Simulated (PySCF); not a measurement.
C₂H₅S (SMILES CC[S]), doublet, geometry from GFN2-xTB. Base run: TPSS/pcseg-1 run with PySCF.

The PySCF input:
```python
from pyscf import gto, scf, dft

mol = gto.Mole()
mol.atom = '''
    C     1.591205   -0.309065   -0.074235
    C     0.141277   -0.746968   -0.194138
    S    -1.004971    0.599201    0.152190
    H     1.798620    0.048213    0.931932
    H     2.249033   -1.148568   -0.290440
    H     1.805409    0.493498   -0.776411
    H    -0.087622   -1.545847    0.513545
    H    -0.080798   -1.098314   -1.203423
'''
mol.basis = 'pcseg-1'
mol.charge = 0
mol.spin = 1
mol.verbose = 4
mol.build()

mf = dft.UKS(mol)
mf.xc = 'tpss'
mf.kernel()
mf.analyze()
```

The base run was repeated with changes; each row names its change, and settings that it needs were set with it.

```tsv
change	ΔE vs base (mEh)	fitting functions	dipole (D)
base	0.000	-	1.88
auxbasis = autoaux	-0.057	513	1.88
auxbasis = even-tempered beta=2.0	-0.025	543	1.88
auxbasis = cc-pvqz-jkfit	-0.029	615	1.88
auxbasis = def2-universal-jkfit	-0.071	368	1.88
auxbasis = def2-svp-ri	-646.4	228	1.86
auxbasis = default (with mf = mf.density_fit())	-0.025	543	1.88
auxbasis = def2-tzvp-ri	-15.070	340	1.88
auxbasis = even-tempered beta=3.0	-1.299	379	1.87
auxbasis = even-tempered beta=1.6	-0.006	809	1.88
```

A fitting set is made for a task (jfit for Coulomb, jkfit for Coulomb and exchange, ri for correlation) and for a family of orbital bases.

Open shells are given as the SCF converged; they aren't shown to be the lowest states, and a large step between rows can be another state.
